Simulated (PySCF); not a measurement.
## Working out the ionisation energy of Zn

Zn [Ar] 3d10 4s2 (1S) → Zn⁺ [Ar] 3d10 4s1 (2S). Calculation: PySCF 2.14, in aug-cc-pwCVTZ-PP with ECP10MDF (8s8p7d4f3g, 122 functions); a scalar-relativistic core potential. Frozen: nothing. Energies in hartree (1 hartree = 27.21139 eV):

| part | Zn (lower) | Zn⁺ (upper) |
| --- | --- | --- |
| UHF | -225.963038 | -225.677109 |
| MP2 opposite-spin | -0.710135 | -0.669444 |
| MP2 same-spin | -0.318942 | -0.306025 |

Task: What does Hartree-Fock give?

Result: (-225.677109) − (-225.963038) = 0.285929 hartree = 7.781 eV.

Task: What do MP2 and SCS-MP2 (6/5 opposite-spin, 1/3 same-spin) give?

Result: The opposite-spin parts differ by 1.107 eV and the same-spin parts by 0.351 eV. MP2: 7.781 + (1.107) + (0.351) = 9.239 eV. SCS-MP2: 7.781 + 1.2 × (1.107) + (0.351)/3 = 9.226 eV.

Measured between the centres of the two terms (NIST): 9.394 eV, so MP2 (valence and next inner shell) is off by -0.155 eV.

What remains against the reference includes basis incompleteness and correlation beyond second order.
